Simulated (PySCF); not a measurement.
`C=C(OC)[C@@H](C#N)OC`, C₆H₉NO₂

Geometry:
```csv
atom,x (Å),y (Å),z (Å)
C1,-0.888,0.404,-1.383
C2,-0.378,-0.257,-0.353
O3,-1.024,-0.720,0.751
C4,-2.424,-0.563,0.796
C5,1.106,-0.614,-0.289
C6,1.300,-1.791,-1.120
N7,1.412,-2.725,-1.766
O8,1.953,0.414,-0.749
C9,2.007,1.521,0.118
H10,-1.923,0.680,-1.458
H11,-0.243,0.696,-2.190
H12,-2.747,-1.038,1.721
H13,-2.703,0.495,0.810
H14,-2.902,-1.053,-0.057
H15,1.346,-0.891,0.754
H16,2.409,1.237,1.098
H17,1.018,1.973,0.254
H18,2.673,2.238,-0.355
```

Computed, not measured: GIAO PBE0/pcSseg-1 magnetisability, rotational g tensor and spin-rotation constants, non-relativistic, gas phase (PySCF 2.14.0). Geometry: GFN2-xTB.

(1) How diamagnetic is it, and how anisotropic?

(2) Split it along the inertial axes a, b, c into diamagnetic and paramagnetic parts about the centre of mass, with the quadrupole moment.

(3) And the rotational g tensor?

Answers

(1) Isotropic -1282 × 10⁻³⁰ J/T², or -77.2 × 10⁻⁶ cm³/mol; principal values -1507, -1203, -1135 × 10⁻³⁰ J/T², anisotropy 342 × 10⁻³⁰ J/T² (root of half the summed squared differences of the principal values). The susceptibility is in cgs units.

(2) 
```tsv
axis	χ (10⁻⁶ cm³/mol)	diamagnetic (10⁻⁶ cm³/mol)	paramagnetic (10⁻⁶ cm³/mol)	summed x² of all electrons (Å²)	quadrupole Θ (D Å)
a	-72.4	-722.2	649.9	197.0	+6.14
b	-89.8	-1030.6	940.8	124.3	-9.00
c	-69.4	-1363.1	1293.7	45.9	+2.86
```
Anisotropies 2χaa − χbb − χcc = +14.5 and 2χbb − χaa − χcc = -37.8 × 10⁻⁶ cm³/mol. Θ is traceless in Buckingham's convention.

(3) 
| axis | rotational constant (GHz) | g | nuclear part | electronic part |
| --- | --- | --- | --- | --- |
| a | 1.9614 | -0.0251 | 0.5737 | -0.5988 |
| b | 1.3121 | -0.0006 | 0.5794 | -0.5799 |
| c | 0.9509 | -0.0126 | 0.5653 | -0.5779 |

Asymmetric top; isotopes 12C, 1H, 14N, 16O; no vibrational averaging.
